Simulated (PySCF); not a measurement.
B3LYP has the VWN-RPA correlation part, as in Gaussian. 

```xyz
8

B      1.7115    -0.1008     0.0237
B      0.0667    -0.0069     0.0010
B     -1.0471     1.0059    -0.0519
B     -1.1618    -0.8779     0.0213
H      2.3171    -0.1751    -0.9985
H      2.2932    -0.0942     1.0624
H     -1.9931     1.7011    -0.0903
H     -2.1865    -1.4521     0.0322
```

Charge 0, multiplicity 1.

Give the Mulliken and meta-Löwdin atomic charges from B3LYP-D3(BJ)/def2-TZVP (PySCF).


```json
[
 {"atom": "B1", "Mulliken (e)": "0.00", "meta-Löwdin (e)": "0.00"},
 {"atom": "B2", "Mulliken (e)": "-0.08", "meta-Löwdin (e)": "-0.34"},
 {"atom": "B3", "Mulliken (e)": "-0.04", "meta-Löwdin (e)": "0.08"},
 {"atom": "B4", "Mulliken (e)": "-0.04", "meta-Löwdin (e)": "0.08"},
 {"atom": "H5", "Mulliken (e)": "0.01", "meta-Löwdin (e)": "0.03"},
 {"atom": "H6", "Mulliken (e)": "0.01", "meta-Löwdin (e)": "0.03"},
 {"atom": "H7", "Mulliken (e)": "0.06", "meta-Löwdin (e)": "0.06"},
 {"atom": "H8", "Mulliken (e)": "0.06", "meta-Löwdin (e)": "0.06"}
]
```
